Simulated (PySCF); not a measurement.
CH6ClNSi2

CH6ClNSi2 is a carbene (divalent C1, bonded to 1 Cl + 1 N), neutral, singlet. The structure, one conformer, was relaxed in the gas phase by PBE0-D3(BJ)/def2-SVP. No frequency run checks that it is a minimum.

The strong deshielding of the divalent centre rests on a low-lying excitation, and density functionals tend to overstate it.

SMILES: [SiH3]N([SiH3])[C]Cl

```csv
atom,x (Å),y (Å),z (Å)
C1,-0.584,1.945,0.120
Cl2,0.809,3.061,0.086
N3,-0.137,0.699,0.177
Si4,-1.452,-0.537,0.220
Si5,1.606,0.171,0.218
H6,-2.759,0.159,0.161
H7,-1.253,-1.445,-0.946
H8,-1.293,-1.319,1.480
H9,1.492,-1.316,0.282
H10,2.303,0.569,-1.031
H11,2.277,0.677,1.442
```

Shieldings: GIAO PBE0/pcSseg-2. Shifts are against computed references at the same level: C TMS (σ 184.1 ppm), H TMS (σ 31.24 ppm), Si TMS (σ 341.3 ppm). Core levels by delta-SCF with SCAN, pcX-2 on the ionised atom and pcseg-1 elsewhere, spin-free X2C (2p3/2 is the spin-free 2p value less a third of a first-order spin-orbit splitting); from the vacuum level, for chosen atoms.

(1) Give the NMR and core-level values of the distinct atoms.

(2) By CAM-B3LYP/def2-SVPD (TDDFT singlets, Tamm-Dancoff triplets, ionisation by delta-SCF), where does absorption start, and what does vertical ionisation take?

Results:

(1) 
| atoms | bonded to | σ (ppm) | δ (ppm) | core level (eV) |
| --- | --- | --- | --- | --- |
| C1 | 1 Cl + 1 N | -202.6 | 386.8 | - |
| Cl2 | 1 C | 292.3 | - | 2p3/2 205.61 |
| N3 | 1 C + 2 Si | 13.4 | - | 1s 405.66 |
| Si4 | 1 N + 3 H | 376.7 | -35.4 | 2p3/2 107.78 |
| Si5 | 1 N + 3 H | 417.5 | -76.2 | 2p3/2 107.68 |
| H6 H7 H8 | 1 Si | 26.15 | 5.09 | - |
| H9 H10 H11 | 1 Si | 26.44 | 4.80 | - |

Values are those of this one static structure, with the three H of a rotating XH3 group averaged; atoms that internal rotation interchanges would show their mean in an NMR spectrum.

Core levels of C1 are left out, their hole states being strongly spin-contaminated.

(2) The lowest singlet lies at 3.65 eV (f 0.005), the strongest of the first 6 at 6.68 eV (f 0.182), the lowest triplet at 2.19 eV; vertical ionisation takes 8.73 eV.
